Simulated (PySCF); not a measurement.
**TDDFT excited states: C7H10GeS**

C7H10GeS.
Structure used (PBE0-D3(BJ)/def2-SVP), in Å, numbered top down from 1:
```xyz
19
C7H10GeS angstrom
C      3.4670   -0.2670   -0.0913
C      3.2460    0.0641   -1.4037
S      1.5757    0.2898   -1.7174
C      1.1352   -0.0584   -0.0848
Ge    -0.7114   -0.0318    0.4859
C     -2.0536   -0.9901   -0.6065
C     -2.9187    0.2946   -0.5949
C     -1.8907    1.3906   -0.2193
C      2.2617   -0.3367    0.6603
H      4.4596   -0.4536    0.3217
H      3.9807    0.1879   -2.1987
H     -0.7248   -0.2806    2.0066
H     -2.5324   -1.9058   -0.2330
H     -1.6298   -1.2005   -1.6016
H     -3.6842    0.2195    0.1944
H     -3.4588    0.4847   -1.5381
H     -2.2518    2.1942    0.4374
H     -1.4240    1.8504   -1.1052
H      2.2230   -0.5832    1.7233
```

The calculation used TDDFT CAM-B3LYP/def2-SVPD, vertical, gas phase, core orbitals frozen in the response (PySCF). The CAM-B3LYP/def2-SVPD calculation is non-relativistic and has no spin–orbit coupling, an omission that weighs most on germanium.

```tsv
state	E (eV)	ν̃ (cm⁻¹)	f	|μ| (D)	main configurations (H = HOMO, L = LUMO)
S1	5.43	43780	0.240	3.41	H→L (92%)
S2	5.72	46160	0.089	2.02	H-1→L (83%)
S3	6.38	51430	0.0042	0.42	H→L+2 (47%), H→L+3 (13%), H→L+1 (12%)
S4	6.50	52420	0.0021	0.29	H-1→L+2 (33%), H-1→L+3 (19%), H-1→L+5 (11%)
S5	6.57	52960	0.0053	0.46	H-2→L (70%)
S6	6.61	53320	0.0001	0.06	H→L+1 (52%), H→L+3 (15%), H→L+5 (13%)
S7	6.83	55080	0.0079	0.55	H→L+2 (28%), H→L+1 (20%), H→L+3 (17%)
S8	6.94	55970	0.157	2.44	H→L+4 (55%), H-3→L (32%)
S9	7.03	56700	0.0007	0.16	H-1→L+1 (65%), H-1→L+5 (16%)
S10	7.13	57490	0.0023	0.29	H-3→L (59%), H→L+4 (32%)
```

Triplets, Tamm–Dancoff:

```csv
state,E (eV),λ (nm),"main configurations (H = HOMO, L = LUMO)"
T1,3.63,341.1,H→L (84%)
T2,4.43,279.9,H-1→L (91%)
T3,5.74,215.9,"H→L+8 (34%), H→L+7 (23%), H→L+4 (10%)"
T4,6.14,202.0,"H→L+2 (30%), H→L+3 (13%)"
```

The lowest singlet comes at 228 nm (524 kJ/mol) in the ultraviolet; it is strong; its leading configuration is HOMO→LUMO (92%). The lowest level is also the most intense of those listed (f = 0.240). Löwdin shares by element: HOMO carbon 70% or more (atoms not listed hold the other 30%); LUMO carbon 51% or more, sulfur 18% (atoms not listed hold the other 31%). Of the 10 states listed, 3 reach f = 0.01 and 1 stays under 0.0005. The listed states span 1.70 eV, and the widest gap between neighbours is 0.65 eV (S2 to S3). The oscillator strengths of these states sum to 0.508; summed over the whole spectrum of an exact calculation they would give the number of electrons, 100 (Thomas–Reiche–Kuhn). The vertical ionisation energy (ΔSCF) is 8.54 eV, 1.41 eV above S10. Only the lowest 10 singlets were computed, as vertical energies without vibronic structure.

One conformer stands for the species.
